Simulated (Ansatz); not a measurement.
`Cc1ccc(-c2ccccc2)cc1`. Total charge 0; spin multiplicity 1. Geometry: relaxed with PBE0-D4/def2-TZVP. It is one conformer, not always the lowest.

```xyz
25

C    -1.534   -1.559   -3.799
C    -0.992   -1.035   -2.505
C    -0.261    0.147   -2.455
C     0.218    0.645   -1.255
C    -0.018   -0.023   -0.055
C     0.492    0.504    1.223
C    -0.263    0.400    2.391
C     0.215    0.895    3.593
C     1.459    1.506    3.652
C     2.220    1.616    2.498
C     1.741    1.120    1.297
C    -0.748   -1.210   -0.105
C    -1.222   -1.705   -1.307
H    -2.573   -1.244   -3.944
H    -1.521   -2.651   -3.823
H    -0.958   -1.191   -4.650
H    -0.068    0.692   -3.373
H     0.764    1.581   -1.246
H    -1.247   -0.053    2.350
H    -0.392    0.811    4.488
H     1.833    1.894    4.593
H     3.197    2.083    2.535
H     2.354    1.187    0.405
H    -0.920   -1.769    0.808
H    -1.776   -2.639   -1.316
```

Task: What is the dipole moment at ωB97M-V/def2-TZVPP? (Best estimate.)

Result: Ansatz gave: 0.50 D, with components (-0.21, -0.17, -0.43) D in this frame, pointing from negative to positive charge.

Task: And with PBE, r2SCAN, B3LYP? (An estimate is asked.)

Result: Computed: PBE 0.56 D, r2SCAN 0.58 D, B3LYP 0.52 D.

Task: Give the Mulliken charges with ωB97M-V, r2SCAN, PBE in def2-TZVPP. (An estimate is asked.)

Result: The calculation gave: 
```
atom  ωB97M-V  r2SCAN    PBE
  C1    -0.29   -0.15  -0.24
  C2     0.01    0.07   0.07
  C3    -0.13   -0.12  -0.14
  C4    -0.15   -0.15  -0.15
  C5     0.06    0.14   0.11
  C6     0.08    0.14   0.10
  C7    -0.15   -0.16  -0.15
  C8    -0.13   -0.11  -0.12
  C9    -0.11   -0.09  -0.10
 C10    -0.13   -0.10  -0.12
 C11    -0.15   -0.16  -0.16
 C12    -0.14   -0.14  -0.15
 C13    -0.13   -0.14  -0.15
 H14     0.12    0.07   0.10
 H15     0.10    0.05   0.08
 H16     0.10    0.05   0.08
 H17     0.11    0.08   0.09
 H18     0.12    0.09   0.10
 H19     0.12    0.09   0.10
 H20     0.12    0.09   0.11
 H21     0.12    0.10   0.11
 H22     0.12    0.09   0.11
 H23     0.12    0.09   0.10
 H24     0.12    0.09   0.10
 H25     0.11    0.08   0.10
```

B3LYP here is the variant with VWN-RPA as its local correlation; programs differ in this.
